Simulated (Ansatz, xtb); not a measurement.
Reaction (SMILES): O[Si](O)(O)N[Si](O)(O)O + N (NH3) + 6 [SiH4] (SiH4) → 2 N[SiH3] + 6 O[SiH3]
Geometries: B3LYP-D3(BJ)/def2-TZVP minima from Ansatz (a first-principles code), one conformer each, not searched for the lowest.

Property: bond separation energy (electronic energy difference), in kcal/mol. Cores are frozen in the correlated levels unless marked. No spin-orbit coupling. Non-relativistic. CBS marks a two-point X^-3 extrapolation of the correlation energy; Hartree-Fock from the larger set. [CCSD(T)-MP2]/basis is that difference in the basis named.

```
level                                                                 program  bond separation energy (kcal/mol)
-------------------------------------------------------------  --------------  ---------------------------------
GFN1-xTB                                                                  xtb                              -92.1
PBE-D4/def2-TZVPD                                              Ansatz + dftd4                               54.2
revPBE/def2-TZVPD                                                      Ansatz                                  …
r2SCAN-D3(BJ)/def2-TZVPD                                       Ansatz + dftd3                               56.4
r2SCAN-D4/def2-TZVPD                                           Ansatz + dftd4                               56.6
B3LYP-D4/def2-TZVPD                                            Ansatz + dftd4                               53.5
B3LYP/def2-TZVPD                                                       Ansatz                               46.6
LC-wPBE-D3(BJ)/def2-TZVPD                                      Ansatz + dftd3                               54.2
wB97X-V/def2-TZVPD                                                     Ansatz                                  …
B2GP-PLYP-D3(BJ)/def2-TZVPD                                    Ansatz + dftd3                                  …
B2PLYP-D3(BJ)/def2-TZVPD                                       Ansatz + dftd3                                  …
RI-MP2/CBS(cc-pV(T+d)Z,cc-pV(Q+d)Z)+[CCSD(T)-MP2]/cc-pV(T+d)Z          Ansatz                               53.0
```

What belongs in the gaps?


- revPBE/def2-TZVPD, bond separation energy (kcal/mol): 45.5
- wB97X-V/def2-TZVPD, bond separation energy (kcal/mol): 52.7
- B2GP-PLYP-D3(BJ)/def2-TZVPD, bond separation energy (kcal/mol): 52.5
- B2PLYP-D3(BJ)/def2-TZVPD, bond separation energy (kcal/mol): 51.8
